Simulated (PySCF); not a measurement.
# Nd(NO2)3 at several levels of theory

Computed with PySCF 2.14.0 (density fitting, no spin-orbit coupling) at the geometry relaxed with r2SCAN:

```xyz
10
Nd(NO2)3 (singlet in the valence; each metal's 4f electrons, 3 of them, lie in its core potential, out of spins and levels)
Nd    0.0000    0.0000    0.0000
O     2.1698    0.0000    1.0511
O     2.1698    0.0000   -1.0511
N     2.8737    0.0000    0.0000
O    -1.0849    1.8791    1.0511
O    -1.0849    1.8791   -1.0511
N    -1.4368    2.4887    0.0000
O    -1.0849   -1.8791    1.0511
O    -1.0849   -1.8791   -1.0511
N    -1.4368   -2.4887    0.0000
```

```csv
level,basis,state,HOMO (eV),gap (eV),charge on Nd1 (e),population of f-type functions on Nd1 (polarisation alone where 4f lies in the core),dipole about the centre of mass (D),largest force component (eV/Å)
r2SCAN,"Nd lcecp-1-SVP with ECP49, O def2-SVP, N def2-SVP",singlet,-7.34,3.13,1.28,0.07,0.00,0.08
CAM-B3LYP,the same,singlet,-10.13,8.07,1.26,0.07,0.00,0.66
M06-L,the same,singlet,-7.28,3.18,1.46,0.06,0.00,0.17
BLYP,the same,singlet,-6.78,2.71,1.02,0.07,0.00,1.21
```

In the lcecp rows the 4f levels are missing from HOMO and gap, and the state counts the valence alone.

Charges are Mulliken's, which hang on the basis. The relaxation used the grid (50, 194), these runs (75, 302) or, all-electron (x2c bases, spin-free X2C Hamiltonian), (99, 590).

What does revPBE with Nd lcecp-1-SVP with ECP49, O def2-SVP, N def2-SVP give here?

state singlet, HOMO (eV) -6.86, gap (eV) 2.75, charge on Nd1 (e) 1.10, population of f-type functions on Nd1 (polarisation alone where 4f lies in the core) 0.07, dipole about the centre of mass (D) 0.00, largest force component (eV/Å) 0.94. Time: 22 s on 4 threads of AMD EPYC 7571 (shared host), from an already converged density.

In the first row's basis the gap widens with exact exchange: 2.7 to 3.2 eV for BLYP, revPBE, r2SCAN, M06-L (none); 8.1 eV for CAM-B3LYP (rising or full at long range).

No frequency check is given that shows the relaxed geometry to be a minimum. An lcecp potential fixes the number of 4f electrons, so in runs with it no electron can move into or out of that shell.
